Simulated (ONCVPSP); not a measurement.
## Logarithmic derivatives: gallium (Ga), ONCV

```
Element                 : Ga (Z = 31)
Generator               : ONCVPSP 4.0.1
Type                    : optimised norm-conserving Vanderbilt (ONCV)
Functional              : PBEsol
Relativity              : scalar-relativistic
Frozen core             : [Ar]
Valence charge          : 13
Reference configuration : 3d10 4s2 4p1
Partial waves           : 4s: rc 1.75 bohr, ncon 3, nbas 7, qcut 4.1 1/bohr, 3 projectors, debl 2.6 Ha; 4p: rc 2.80 bohr, ncon 5, nbas 8, qcut 3 1/bohr, 1 projector; 3d: rc 1.10 bohr, ncon 4, nbas 9, qcut 13.1 1/bohr, 2 projectors, debl 2.2 Ha
Local potential         : polynomial inside 0.75 bohr (lpopt 5, dvloc0 0 Ha)
Core correction         : Teter function, fcfact 6, rcfact 1.65
```

The phase is arctan(r·R′/R) of the radial function R(r), unwrapped; energies in Ha, scanned from -2 to 5 Ha. A pole is an energy at which the radial function vanishes at the test radius. The pseudo phase is shifted by a multiple of π to meet the all-electron one at the reference energy, and phase errors are pseudo minus all-electron; the curves can meet again beyond the range given. Levels narrower than the energy grid can be missing from the lists of poles. Where the grid stepped over a known ghost or core level, its pole and its step of π were put in at the level’s energy.

Task: For each channel, where are the poles, and over which energies does the pseudopotential scatter like the atom?

Result:

| channel | radius (bohr) | reference energy (Ha) | poles, all-electron | poles, pseudo | unbroken range about the reference energy with phases within 0.05 rad | phase error 1 Ha above the reference energy (rad) |
| --- | --- | --- | --- | --- | --- | --- |
| s | 1.78 | -0.33 | 2.31 | -1.47, 2.31 | above -1.5 | +0.000 |
| p | 2.84 | -0.09 | 0.53, 3.56 | -1.32, 0.53, 3.34 | -1.3 to 1.4 | -0.003 |
| d | 1.12 | -0.70 | 0.46 | 0.46 | the whole range | +0.000 |

Note: ghosts flagged at negative energy: s at -39.9 eV, p at -36.0 eV; no localised positive-energy state flagged. A true bound ghost makes a file unfit for plane-wave use.

Phases in the p channel:

| E (Ha) | all-electron | pseudo |
| --- | --- | --- |
| -1.98 | 1.339 | 4.480 |
| -1.80 | 1.323 | 4.463 |
| -1.62 | 1.302 | 4.442 |
| -1.44 | 1.277 | 4.414 |
| -1.26 | 1.244 | 1.253 |
| -1.08 | 1.198 | 1.200 |
| -0.90 | 1.129 | 1.131 |
| -0.72 | 1.016 | 1.018 |
| -0.54 | 0.797 | 0.799 |
| -0.36 | 0.287 | 0.287 |
| -0.18 | -0.592 | -0.592 |
| 0.00 | -1.127 | -1.127 |
| 0.18 | -1.361 | -1.361 |
| 0.36 | -1.488 | -1.488 |
| 0.54 | -1.575 | -1.576 |
| 0.72 | -1.647 | -1.649 |
| 0.90 | -1.720 | -1.723 |
| 1.08 | -1.809 | -1.817 |
| 1.26 | -1.944 | -1.965 |
| 1.44 | -2.212 | -2.279 |
| 1.62 | -2.882 | -3.091 |
| 1.80 | -3.805 | -3.957 |
| 1.98 | -4.223 | -4.295 |
| 2.16 | -4.399 | -4.443 |
| 2.34 | -4.494 | -4.526 |
| 2.52 | -4.554 | -4.580 |
| 2.70 | -4.596 | -4.619 |
| 2.88 | -4.628 | -4.650 |
| 3.06 | -4.654 | -4.677 |
| 3.24 | -4.677 | -4.700 |
| 3.42 | -4.697 | -4.722 |
| 3.60 | -4.716 | -4.744 |
| 3.78 | -4.735 | -4.767 |
| 3.96 | -4.754 | -4.794 |
| 4.14 | -4.774 | -4.826 |
| 4.32 | -4.797 | -4.868 |
| 4.50 | -4.824 | -4.931 |
| 4.68 | -4.860 | -5.040 |
| 4.86 | -4.910 | -5.284 |
